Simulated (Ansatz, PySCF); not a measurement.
Dimer: HCl (SMILES Cl) (first 2 atoms) with CH2O (SMILES C=O); geometry from B3LYP-D3(BJ)/def2-TZVP, rigid monomers moved along the line of their centres of mass till H2···O4 is 1.67 Å.
(charge 0, multiplicity 1):
```xyz
6

Cl    -0.152    -0.056     0.443
H      0.150     0.492     1.588
C     -0.344    -0.015     3.816
O      0.275     0.829     3.220
H     -0.409    -0.006     4.917
H     -0.869    -0.830     3.288
```

Interaction energies are E(AB) − E(A) − E(B) at the monomers' geometry in the complex; basis-set methods are counterpoise corrected. Rows marked so take none.

Correlated levels freeze the cores. CBS: X⁻³ extrapolation of the correlation energy, Hartree–Fock from the larger set. Rows in 6-31G* carry no dispersion term and start afresh at each structure (6-31G* with six Cartesian d functions). MP2/6-31G* freezes PySCF's default core.

Run with Ansatz (Gaussian orbitals); PySCF for 6-31G* rows, the dispersion terms. Values without a source in brackets are computed.

```
level                                          interaction energy (kcal/mol)
---------------------------------------------  -----------------------------
HF/aug-cc-pV(T+d)Z                                                     -1.34
PBE-D3(BJ)/def2-TZVPPD                                                 -6.20
PBE-D4/def2-TZVPPD                                                     -6.14
BP86/6-31G* (no counterpoise)                                          -6.14
B3LYP/def2-TZVPPD                                                      -3.85
MP2/6-31G* (no counterpoise)                                           -5.24
MP2/aug-cc-pV(T+d)Z                                                    -5.15
SCS-MP2/aug-cc-pV(T+d)Z                                                  [?]
CCSD(T)/CBS(aug-cc-pV(D+d)Z, aug-cc-pV(T+d)Z)                            [?]
```

What belongs in the gaps?


- SCS-MP2/aug-cc-pV(T+d)Z, interaction energy (kcal/mol): -3.66
- CCSD(T)/CBS(aug-cc-pV(D+d)Z, aug-cc-pV(T+d)Z), interaction energy (kcal/mol): -4.77

Ansatz is a program for electronic structure.
